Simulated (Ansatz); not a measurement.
Relaxation of AlF2H4P (8 atoms, charge 0, multiplicity 1), to a largest force component of 0.03 eV/Å in at most 50 steps.

These are results of Ansatz, RKS B3LYP-D4/6-31G*, not measurements.

```xyz
8
Properties=species:S:1:pos:R:3:forces:R:3
Al 0.008 -0.650 -0.321 -0.01 0.23 -0.14
H 0.158 0.265 2.278 0.32 1.48 0.18
F 1.390 0.226 -0.556 -0.01 0.00 0.00
F -1.404 0.017 -0.863 0.01 0.01 -0.01
P -0.014 -2.647 0.797 0.01 -0.51 -0.04
H -0.547 -3.414 -0.279 0.00 0.01 0.00
H 1.345 -2.950 0.494 0.00 -0.01 0.01
H 0.011 -0.426 2.206 -0.31 -1.20 0.00
```

Q: Where does it end, and by what steps?

A: The forces met the threshold. After 14 steps the energy has fallen by 0.139 eV; H8 moved furthest, 0.74 Å.

| step | energy less start (eV) | largest force component (eV/Å) | accepted |
| --- | --- | --- | --- |
| 0 | 0.0000 | 1.479 | yes |
| 1 | -0.0862 | 0.204 | yes |
| 2 | -0.0821 | 0.457 | no |
| 3 | -0.0996 | 0.220 | yes |
| 4 | -0.1099 | 0.181 | yes |
| 5 | -0.1150 | 0.170 | yes |
| 6 | -0.1156 | 0.432 | yes |
| 7 | -0.1242 | 0.147 | yes |
| 8 | -0.0223 | 1.477 | no |
| 9 | -0.1285 | 0.071 | yes |
| 10 | -0.1300 | 0.306 | yes |
| 11 | -0.1356 | 0.071 | yes |
| 12 | -0.1379 | 0.096 | yes |
| 13 | -0.1381 | 0.082 | yes |
| 14 | -0.1392 | 0.013 | yes |

```xyz
8
Properties=species:S:1:pos:R:3
Al 0.033 -0.776 -0.167
H 0.324 0.540 2.133
F 1.363 0.208 -0.175
F -1.379 -0.133 -0.738
P 0.115 -2.943 0.646
H -0.625 -3.476 -0.449
H 1.387 -3.214 0.063
H -0.269 0.215 2.444
```

Run time: 51 s on 1 thread of Arm Neoverse V1, with other jobs on the host, peak memory 0.15 GiB.
